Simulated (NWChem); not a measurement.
Species: SnH2O2Cl2; SMILES [Sn]([OH])([Cl])([OH])[Cl]

```xyz
7

O     -1.4412    -1.5896     0.1857
Sn    -0.2803     0.0149     0.0510
O     -1.4664     1.6168     0.0299
Cl     1.0339     0.0346    -1.9086
Cl     1.1492    -0.0419     1.9073
H     -2.2212    -1.4524    -0.3904
H     -0.9748     2.3710    -0.3548
```
Atoms are numbered in this order, from 1.

Level: PBE-D3(BJ)/def2-SVP with def2 effective core potentials on Sn (NWChem), optimised geometry, unscaled harmonic frequencies. def2 effective core potentials on Sn; no spin-orbit coupling.

List the harmonic frequencies with IR intensities, and the thermochemistry.


| frequency (cm⁻¹) | IR intensity (km/mol) |
|---|---|
| 53 | 43.5 |
| 93 | 14.5 |
| 112 | 8.9 |
| 134 | 18.1 |
| 149 | 14.5 |
| 161 | 26.8 |
| 204 | 91.4 |
| 357 | 22.9 |
| 383 | 72.0 |
| 597 | 48.0 |
| 620 | 62.0 |
| 867 | 74.6 |
| 889 | 72.1 |
| 3686 | 88.8 |
| 3690 | 67.6 |

The zero-point energy is 17.1 kcal/mol. The thermal correction to the enthalpy at 298.15 K (with zero-point energy) comes out as 23.2 kcal/mol and the heat capacity Cv is 25.5 cal/(mol K). The entropy at 298.15 K and 1 atm (symmetry number 1) is 96.0 cal/(mol K).

Rigid rotor and harmonic oscillator; modes under 100 cm⁻¹ make the entropy uncertain.
